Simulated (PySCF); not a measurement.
acetate (C2H3O2), SMILES CC(=O)[O-], charge -1. Atoms are numbered in the order given.

```xyz
7

C     -1.3351    -0.1565    -0.0089
C      0.2059     0.0177     0.0003
O      0.8850    -1.0290    -0.0935
O      0.6052     1.1997     0.1030
H     -1.7554     0.2479     0.9256
H     -1.6240    -1.2119    -0.1156
H     -1.7672     0.4310    -0.8345
```
Charge -1, spin multiplicity 1.

Geometry optimised at PBE0-D3(BJ)/def2-SVPD.

The numbers are results of PBE0/pcJ-1 run with PySCF, not measurements.

Isotropic couplings with Fermi-contact, spin-dipole and both spin-orbit terms, one fixed conformer, no vibrational averaging. Isotopes: 13C, 1H.

```tsv
pair	bonds apart	J (Hz)
C1–C2	1	(withheld)
C1–H5	1	117.0
C1–H6	1	122.2
C1–H7	1	117.3
C2–H5	2	(withheld)
C2–H6	2	(withheld)
C2–H7	2	(withheld)
H5–H6	2	-10.6
H5–H7	2	-16.0
H6–H7	2	-10.4
```

Complete the blanks. (An estimate is asked for; the answer gives what the named calculation found.)


- C1–C2, J (Hz): 45.9
- C2–H5, J (Hz): -5.4
- C2–H6, J (Hz): -4.2
- C2–H7, J (Hz): -5.4
